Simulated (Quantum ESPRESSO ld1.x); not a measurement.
Charge is removed step by step from the 3p (averaged over the sub-levels emptied) level of the cobalt ion Co3+, starting from [Ar] 3d6. Method: Dirac Kohn-Sham, PBE, spin-unpolarised, spherical densities, point nucleus; open shells are shared between the two j in proportion to 2j + 1; computed with ld1.x of Quantum ESPRESSO 7.5.

removed (e) = 0: E - E(0) (eV) 0.000; eigenvalue (eV) -103.75; E minus straight line (eV) 0.000
removed (e) = 0.25: E - E(0) (eV) 26.615; eigenvalue (eV) -109.19; E minus straight line (eV) -2.093
removed (e) = 0.5: E - E(0) (eV) 54.605; eigenvalue (eV) -114.75; E minus straight line (eV) -2.810
removed (e) = 0.75: E - E(0) (eV) 84.001; eigenvalue (eV) -120.43; E minus straight line (eV) -2.122
removed (e) = 1: E - E(0) (eV) 114.83; eigenvalue (eV) -126.22; E minus straight line (eV) 0.000

Removing the whole electron costs 114.83 eV by Delta-SCF, against 103.75 eV from minus the eigenvalue at the starting occupation. Slater's transition state (half an electron removed) gives 114.75 eV. Integrating minus the eigenvalue over the occupation (Janak's theorem) gives 114.83 eV. The mean slope of the eigenvalue, de/dn, is 22.5 eV per electron.
